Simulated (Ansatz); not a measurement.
Cartesian coordinates in Å:
```
C -0.6206 0.4218 -1.3232
C 0.4115 0.2335 -0.2199
C 0.8899 1.5779 0.3076
C -0.1491 -0.6296 0.9102
B -0.4753 -2.1117 0.5553
F -1.2645 -2.8512 1.3186
F 0.0434 -2.7260 -0.4968
H -0.2188 1.0262 -2.1400
H -1.5079 0.9343 -0.9372
H -0.9403 -0.5339 -1.7463
H 1.2733 -0.2908 -0.6501
H 0.0603 2.1355 0.7540
H 1.3092 2.1917 -0.4936
H 1.6586 1.4553 1.0749
H -1.0407 -0.1611 1.3453
H 0.5710 -0.6717 1.7415
```

The species carries charge 0 and has multiplicity 1.

Task: List the ωB97M-V/def2-TZVPP orbital energies in eV (Ansatz). (An estimate is asked.)

Result: The calculation gave: Occupied: -677.95, -677.90, -281.75, -281.20, -281.17, -281.16, -190.26, -37.26, -36.42, -25.59, -22.35, -22.01, -18.98, -18.56, -17.45, -16.68, -16.57, -15.55, -14.99, -14.83, -14.39, -14.29, -13.38, -13.30, -12.53, -11.85, -11.64, -11.48. Lowest empty: 2.03, 2.43, 3.10, 3.26, 3.45, 4.12, 4.16, 4.41.
